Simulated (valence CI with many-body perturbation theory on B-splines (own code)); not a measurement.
Results of a calculation; reference values are marked as such.
# Cu XXV: magnetic and hyperfine properties of the levels

Method: valence CI with perturbative core correlation (CI+MBPT): three valence electrons over a frozen Dirac-Fock core [He], radial functions for each j: 11 s, 11 p, 9 d, 7 f, 5 g, 2 h, 1 i, with the one-electron correlation potential Σ1 (screened to all orders), the two-electron term Σ2, the three-electron term Σ3, Breit, model QED; selected single and double excitations, second order for the rest (own B-spline code, finite nucleus).

No measured levels were compared; by estimate levels of excited configurations hold to 0.05 to 0.15 % of their energy, terms of the ground configuration to about 0.5 %.

A/g_I is the dipole constant over the nuclear g factor μ/I (μ in nuclear magnetons, uniformly magnetised nucleus), B/Q the quadrupole constant per barn. Both hold the static response of the core; the bare values leave it out. Large factors of s and p1/2 electrons are usually good to 5 to 10 %; those of open d and f shells near neutrality can be off by tens of per cent, and small factors of p3/2, d and f electrons come from cancelling terms and can be off by a factor of two or in sign, in half-filled shells by more. B is blank for J = 1/2, where it vanishes, and for nearly pure S terms. Energies count from the lowest level.

Names give the largest LS component (configuration and term), which can be under half, so a name can repeat, a term be missing and a line seem to break the LS rules; names also repeat where a configuration has a term twice. Letters in brackets count levels of one name in rising energy.

| Level | E (eV) | g | A/g_I (MHz) | A/g_I bare | B/Q (MHz/b) | B/Q bare |
| --- | --- | --- | --- | --- | --- | --- |
| 2s²2p ²P°_1/2 | 0.0 | 0.659 | 228000 | 225000 |  |  |
| 2s²2p ²P°_3/2 | 23.7 | 1.329 | 42100 | 44100 | 77000 | 77300 |
| 2s2p² ⁴P_1/2 | 60.1 | 2.604 | 465000 | 461000 |  |  |
| 2s2p² ⁴P_3/2 | 72.4 | 1.720 | 181000 | 181000 | 62300 | 62500 |
| 2s2p² ⁴P_5/2 | 82.1 | 1.551 | 194000 | 193000 | -54800 | -55000 |
| 2s2p² ²D_3/2 | 111.9 | 0.842 | -23300 | -20100 | 95400 | 95800 |
| 2s2p² ²D_5/2 | 118.4 | 1.240 | 197000 | 194000 | 132000 | 133000 |
| 2s2p² ²P_1/2 | 125.4 | 1.135 | 132000 | 130000 |  |  |
| 2s2p² ²S_1/2 | 150.6 | 1.582 | 600000 | 584000 |  |  |
| 2s2p² ²P_3/2 | 152.2 | 1.291 | -58400 | -52200 | -65100 | -65300 |
| 2p³ ⁴S°_3/2 | 187.6 | 1.830 | 4890 | 13800 | 18200 | 18300 |
| 2p³ ²D°_3/2 | 208.8 | 1.030 | 29700 | 30400 | 61400 | 61600 |
| 2p³ ²D°_5/2 | 215.2 | 1.195 | 76000 | 78000 | -606 | -608 |
| 2p³ ²P°_1/2 | 235.1 | 0.659 | 228000 | 224000 |  |  |
| 2p³ ²P°_3/2 | 249.2 | 1.261 | 41000 | 43900 | -78100 | -78400 |
| 2s²3s ²S_1/2 | 1291.0 | 2.000 | 207000 | 203000 |  |  |
| 2s²3p ²P°_1/2 | 1316.6 | 0.666 | 59900 | 59200 |  |  |
| 2s²3p ²P°_3/2 | 1323.2 | 1.334 | 24900 | 25200 | 23600 | 23600 |
| 2s2p3s ⁴P°_1/2 | 1341.8 | 2.580 | 438000 | 429000 |  |  |
| 2s²3d ²D_3/2 | 1346.3 | 0.798 | 8520 | 8470 | 4310 | 4390 |
| 2s2p3s ⁴P°_3/2 | 1347.2 | 1.683 | 321000 | 315000 | -49100 | -49300 |
| 2s²3d ²D_5/2 | 1348.3 | 1.199 | 3360 | 3350 | 5910 | 6030 |
| 2s2p3s ²P°_1/2 [a] | 1356.7 | 0.716 | 204000 | 202000 |  |  |
| 2s2p3p ⁴D_1/2 | 1364.1 | 0.190 | -52800 | -51000 |  |  |
| 2s2p3s ⁴P°_5/2 | 1364.7 | 1.596 | 212000 | 209000 | 79100 | 79400 |
| 2s2p3p ⁴D_3/2 | 1368.9 | 1.224 | 252000 | 248000 | -31900 | -32000 |
| 2s2p3s ²P°_3/2 [a] | 1374.9 | 1.361 | 219000 | 217000 | 66900 | 67200 |
| 2s2p3p ⁴S_3/2 [a] | 1375.4 | 1.480 | 80400 | 79700 | 5930 | 5940 |
| 2s2p3p ²P_1/2 [a] | 1378.0 | 0.686 | -125000 | -123000 |  |  |
| 2s2p3p ⁴D_5/2 | 1378.6 | 1.381 | 158000 | 156000 | -2590 | -2610 |
| 2s2p3p ⁴P_1/2 | 1379.8 | 2.554 | 453000 | 446000 |  |  |
| 2s2p3p ²D_3/2 [a] | 1383.6 | 1.271 | 101000 | 100000 | 21300 | 21400 |
| 2s2p3d ⁴F°_3/2 | 1391.3 | 0.479 | -70600 | -68900 | 13100 | 13200 |
| 2s2p3p ⁴P_3/2 | 1393.4 | 1.486 | 233000 | 230000 | 53800 | 54000 |
| 2s2p3p ⁴D_7/2 | 1394.6 | 1.426 | 127000 | 127000 | 102000 | 102000 |
| 2s2p3d ⁴F°_5/2 | 1394.7 | 1.080 | 74400 | 73300 | -5130 | -5070 |
| 2s2p3p ⁴P_5/2 | 1395.9 | 1.444 | 181000 | 179000 | 37100 | 37200 |
| 2s2p3p ⁴S_3/2 [b] | 1397.7 | 1.574 | 187000 | 185000 | 9930 | 9970 |
| 2s2p3d ⁴P°_5/2 | 1400.3 | 1.398 | 112000 | 110000 | 1950 | 2010 |
| 2s2p3d ⁴F°_7/2 | 1400.4 | 1.271 | 110000 | 108000 | -21400 | -21400 |

(1) Take the isotope of mass number 63, with I = 3/2, μ = 2.2259 μN and Q = -0.22 b. What is the hyperfine structure of 2s2p² ⁴P_5/2?

Answers

(1) From the table A = 288000 MHz, B = 12100 MHz. Shifts from the centre of gravity in MHz: F = 1: -1500000, F = 2: -937000, F = 3: -78700, F = 4: 1080000.
